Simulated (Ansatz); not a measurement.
Program: Ansatz. Geometries: PBE0-D4/def2-TZVP. ΔE: electronic, gas phase. CCSD(T)/CBS adds triple-zeta CCSD(T) − MP2 to the extrapolated MP2 energy (def2 sets, frozen cores). For Ge, Se outer-core shells are correlated without core-valence functions, which leaves a few kJ/mol of doubt a bond. Scalar relativity is left out up to krypton. Each species was taken in one conformer, which may not be the lowest.

Consider the redistribution: `C[Se][Al]([Cl])[Cl]` + `N[CH2][GeH3]` → `C[Se]CN` + `[Cl][Al]([Cl])[GeH3]`.

`C[Se][Al]([Cl])[Cl]`:

Cartesian coordinates in Å:
```
C 0.189 -0.001 -1.500
Se -1.103 -0.870 -0.299
Al -0.341 -0.085 1.703
Cl -1.340 -0.602 3.453
Cl 1.356 1.125 1.819
H 1.122 0.203 -0.982
H -0.244 0.923 -1.875
H 0.363 -0.694 -2.319
```

`N[CH2][GeH3]`:

```xyz
10

N     0.613   -1.175    0.778
C    -0.217   -0.649   -0.296
Ge   -0.359    1.305   -0.135
H     1.562   -0.833    0.702
H     0.657   -2.186    0.743
H     0.120   -0.898   -1.313
H    -1.229   -1.050   -0.191
H     1.059    1.906   -0.071
H    -1.119    1.689    1.144
H    -1.087    1.891   -1.360
```

`C[Se]CN`:

Z-matrix (Å, degrees):
```
C
Se 1 1.941
H 1 1.090 2 110.8
H 1 1.089 2 107.1 3 -118.4
H 1 1.090 2 110.4 3 122.8
C 2 1.984 1 96.8 3 -62.3
N 6 1.427 2 117.9 1 65.6
H 6 1.091 2 103.5 1 -172.3
H 6 1.090 2 106.7 1 -58.5
H 7 1.011 6 111.9 2 -66.5
H 7 1.012 6 111.5 2 54.5
```

`[Cl][Al]([Cl])[GeH3]`:

Z-matrix (Å, degrees):
```
Ge
Al 1 2.455
H 1 1.538 2 110.1
H 1 1.538 2 110.1 3 118.7
H 1 1.536 2 111.5 3 -120.7
Cl 2 2.090 1 122.2 3 121.0
Cl 2 2.090 1 120.8 3 -59.0
```

| species | HF/def2-QZVPP energy (Eh) |
| --- | --- |
| `C[Se][Al]([Cl])[Cl]` | -3600.70634 |
| `N[CH2][GeH3]` | -2171.82345 |
| `C[Se]CN` | -2534.19963 |
| `[Cl][Al]([Cl])[GeH3]` | -3238.29484 |

**Question.** Work out ΔE.

**Answer.** ΔE = (-2534.19963) + (-3238.29484) − (-3600.70634) − (-2171.82345) = 0.03532 Eh = +92.7 kJ/mol. CCSD(T)/CBS gives +86.4 kJ/mol.

Largest T1 diagnostic among the species: 0.011.

From PBE to PBE0 (25 % exact exchange), in def2-TZVPP and without D4, ΔE moves by +8.5 kJ/mol. In def2-TZVPP, CCSD(T) changes the Hartree–Fock value by −9.8 kJ/mol (the triples alone add −1.6 kJ/mol) and MP2 by −3.2 kJ/mol.
